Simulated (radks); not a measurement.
Initial-state core-level shifts of neutral terbium when its valence configuration changes from [Xe] 4f9 6s2. All-electron calculation, Dirac Kohn-Sham, BLYP, spin-unpolarised, spherical densities, finite nucleus; open shells fill j = l - 1/2 first; Fermi nuclear charge, rms radius 5.06 fm. Program: a radial shooting solver on a logarithmic mesh with Libxc functionals. Shifts are changes of the shell-averaged eigenvalues in eV (positive: less bound); the change of the density at the nucleus, which sets a Mossbauer isomer shift, is in e/bohr^3, on a base of 6.87e+05.

\begin{tabular}{lrrrrr}
valence & 2s & 2p & 3s & 3d & density at nucleus \\ \hline
4f9 6s1 6p1 & -1.226 & -1.227 & -1.209 & -1.211 & -22.98 \\
4f8 6s2 6p1 & -9.826 & -9.744 & -10.577 & -10.494 & +52.14 \\
4f8 5d1 6s2 & -6.670 & -6.590 & -7.477 & -7.381 & +36.18 \\
4f9 5d0.5 6s1.5 & +0.490 & +0.490 & +0.470 & +0.474 & -14.97 \\
4f9 5d1 6s1 & +0.815 & +0.814 & +0.780 & +0.788 & -28.40 \\
\end{tabular}
